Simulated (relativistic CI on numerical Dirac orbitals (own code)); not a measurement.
Cu³⁺: 3p photoemission

Computed with this model: Dirac-Coulomb-Breit CI, KLI orbitals optimised for each configuration, QED by a radiative potential, valence Slater integrals scaled by 0.9, multiplet model of photoemission in the sudden approximation; configurations [Ar] 3d8 → [Ne] 3s2 3p5 3d8; 300 K; Lorentzian 0.8 eV and Gaussian 0.6 eV FWHM. Energies are those of the free ion, without screening or charge transfer. The energies are binding energies and can lie tens of eV above those of solids. S is read from ⟨S²⟩ = S(S + 1).

Field parameters in Wybourne normalisation: D3d B²₀ = −7Dσ, B⁴₀ = −14Dq − 21Dτ, B⁴₃ = −14√(10/7) Dq; Oh B⁴₀ = 21Dq, B⁴₄ = √(5/14) B⁴₀; Td as Oh with Dq negative (B⁴₀ = 21Dq, B⁴₄ = √(5/14) B⁴₀). The field is a parameter set, without covalency.

free ion: ground-state S = 1.00, centroid 133.78 eV. Peaks (eV, height): 125.7 (100), 128.6 (29), 132.1 (77), 136.6 (66), 140.7 (17), 144.6 (23), 147.0 (44), 148.7 (10).

Td, 10Dq = -11350 cm⁻¹: ground-state S = 1.00, centroid 133.78 eV. Peaks (eV, height): 126.0 (100), 128.2 (41), 132.9 (71), 133.8 (64), 137.5 (45), 141.4 (19), 145.4 (21), 147.6 (36).

Oh, 10Dq = 7000 cm⁻¹: ground-state S = 1.00, centroid 133.78 eV. Peaks (eV, height): 126.2 (100), 129.2 (36), 133.0 (72), 133.8 (69), 137.5 (40), 141.7 (22), 145.5 (28), 147.7 (35).

Td, 10Dq = -8700 cm⁻¹: ground-state S = 1.00, centroid 133.78 eV. Peaks (eV, height): 125.9 (100), 132.7 (72), 133.6 (60), 137.3 (50), 141.4 (19), 145.2 (22), 147.5 (38).

D3d, 10Dq = 15250, Dσ = 0, Dτ = 290 cm⁻¹: ground-state S = 1.00, centroid 133.79 eV. Peaks (eV, height): 126.8 (100), 127.7 (76), 134.2 (55), 135.0 (52), 139.2 (17), 142.2 (21), 143.3 (27), 146.9 (22), 149.0 (17).

Oh, 10Dq = 19800 cm⁻¹: ground-state S = 1.00, centroid 133.79 eV. Peaks (eV, height): 127.0 (100), 128.0 (77), 134.6 (50), 135.4 (46), 139.9 (13), 142.5 (20), 143.7 (28), 147.4 (19), 149.5 (13).

Strongest unbroadened transitions for Oh, 10Dq = 7000 cm⁻¹:

| Energy (eV) | Relative strength |
| --- | --- |
| 126.15 | 50.1 |
| 126.19 | 100.0 |
| 127.16 | 62.0 |
| 127.83 | 22.0 |
| 128.04 | 12.6 |
| 128.26 | 13.8 |
| 129.24 | 24.8 |
| 132.78 | 40.3 |
| 132.88 | 31.9 |
| 133.39 | 11.7 |
| 133.61 | 24.6 |
| 134.09 | 31.5 |
| 137.28 | 10.9 |
| 137.50 | 29.4 |
| 141.95 | 16.8 |
| 145.19 | 17.5 |
| 145.65 | 15.2 |
| 147.66 | 50.0 |
